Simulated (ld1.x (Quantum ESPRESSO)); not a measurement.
**Before and after: TM potential for Os**

```json
{
 "Element": "osmium",
 "Generator": "ld1.x (Quantum ESPRESSO) 7.5",
 "Type": "norm-conserving Troullier–Martins (Kleinman–Bylander form)",
 "Functional": "BP86",
 "Relativity": "scalar-relativistic",
 "Frozen core": "[Kr] 4d10 4f14 5s2",
 "Valence charge": "14",
 "Reference configuration": "5p6 5d6 6s0 6p0 (charge +2)",
 "Partial waves": "6s (bound, empty): rc 1.75 bohr; 5p (bound): rc 1.15 bohr; 5d (bound): rc 2.00 bohr",
 "Local potential": "all-electron potential smoothed inside 0.90 bohr (lloc = -1)",
 "Core correction": "a·sin(br)/r model core inside 0.65 bohr"
}
```

Change: core correction a·sin(br)/r model core inside 1.02 bohr.

Cutoffs: the cutoffs (Ry, on a coarse ladder) from which the occupation-weighted sum of valence levels, in a spherical-Bessel basis at the reference potential, stays within 10 and 1 mRy of its value at 400 Ry; they do not see the model core or the augmentation charge, which bear on the density cutoff. Errors are all-electron minus pseudo energies relative to the spin-unpolarised reference configuration.

Problem. What does the change do?

Solution. The potential gets neither clearly harder nor softer (110 Ry and 160 Ry → 110 Ry and 160 Ry); both files keep a bound ghost (s); of the 7 tests that both files solve, the error grows in 1 and shrinks in 2 by more than 15 % and 0.3 meV (median size 11.1 → 11.1 meV). A wider model core is smoother and lowers the density cutoff, which this test does not measure.

| quantity | base | changed |
| --- | --- | --- |
| cutoff, loose | 110 Ry | 110 Ry |
| cutoff, tight | 160 Ry | 160 Ry |
| bound ghosts | s | s |
| error for 5p6 5d6 6s2 6p0, meV [ΔE -26.85 eV] | -8.6 | -6.9 |
| error for 5p6 5d6 6s1 6p0, meV [ΔE -17.09 eV] | -0.1 | +0.5 |
| error for 5p6 5d5 6s0 6p0, meV [ΔE 28.98 eV] | -11 | -11 |
| error for 5p6 5d6 6s1.5 6p0, meV [ΔE -22.85 eV] | -3.6 | -2.5 |
| error for 5p6 5d6 6s0 6p1, meV [ΔE -10.89 eV] | +884 | +902 |
| error for 5p5 5d6 6s2 6p0, meV [ΔE 30.21 eV] | -161 | -158 |
| error for 5p6 5d6 6s0 6p2, meV [ΔE -16.33 eV] | +1096 | +1120 |
| s: phases at 2.20 bohr within 0.05 rad from the reference energy up to (Ry; the scan ends near 5) | to the end of the scan | to the end of the scan |
| p: phases at 2.20 bohr within 0.05 rad from the reference energy up to (Ry; the scan ends near 5) | -1.8 | -1.8 |
| d: phases at 2.20 bohr within 0.05 rad from the reference energy up to (Ry; the scan ends near 5) | 2.2 | 2.2 |

Base: The cutoffs count occupied waves only; the empty 6p level needs 180 Ry at the loose tolerance. These tests converged, but a pseudo level misses the all-electron one widely, so the file describes the atom poorly there or has found another state: 5p6 5d5 6s0 6p0: empty 6p by 4.5 eV (a node warning on the way); 5p5 5d6 6s2 6p0: empty 6p by 2.4 eV. Changed file: The cutoffs count occupied waves only; the empty 6p level needs 180 Ry at the loose tolerance. These tests converged, but a pseudo level misses the all-electron one widely, so the file describes the atom poorly there or has found another state: 5p6 5d5 6s0 6p0: empty 6p by 4.5 eV (a node warning on the way); 5p5 5d6 6s2 6p0: empty 6p by 2.4 eV. A true bound ghost makes a file unfit for plane-wave use even where its test errors are small: the radial tests pick states by their node count and pass the ghost by.
